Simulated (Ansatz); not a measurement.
The same molecule with X = Ti, Zr, Hf. Ansatz, PBE0-D4/def2-TZVP geometries, multiplicity 1. Each molecule was computed in one conformer, which needn't be the lowest.

Elements past krypton have def2 core potentials. Scalar relativity is left out up to krypton.

| X | molecule | mean X–F bond length / Å | mean X–N bond length / Å | HOMO–LUMO gap (B3LYP/def2-TZVPP) / eV | HOMO energy (B3LYP/def2-TZVPP) / eV | LUMO energy (B3LYP/def2-TZVPP) / eV |
| --- | --- | --- | --- | --- | --- | --- |
| Zr | `[NH2][Zr]([F])([F])[F]` | 1.905 | 2.016 | 6.64 | -7.94 | -1.30 |
| Hf | `[NH2][Hf]([F])([F])[F]` | 1.908 | 2.017 | 6.96 | -7.89 | -0.93 |

Task: Give the row for X = Ti, `[NH2][Ti]([F])([F])[F]`. (An estimate is asked.)

Result: Computed: 
```json
{"X": "Ti", "molecule": "`[NH2][Ti]([F])([F])[F]`", "mean X–F bond length / Å": "1.755", "mean X–N bond length / Å": "1.854", "HOMO–LUMO gap (B3LYP/def2-TZVPP) / eV": "5.55", "HOMO energy (B3LYP/def2-TZVPP) / eV": "-8.35", "LUMO energy (B3LYP/def2-TZVPP) / eV": "-2.80"}
```

From Ti to Hf the mean X–F bond length rises at each step, by 0.153 Å in all; the mean X–N bond length rises at each step, by 0.163 Å in all; the HOMO–LUMO gap (B3LYP/def2-TZVPP) rises at each step, by 1.41 eV in all; the HOMO energy (B3LYP/def2-TZVPP) rises at each step, by 0.46 eV in all; the LUMO energy (B3LYP/def2-TZVPP) rises at each step, by 1.87 eV in all.

B3LYP here is the variant with VWN-RPA as its local correlation; programs differ in this.
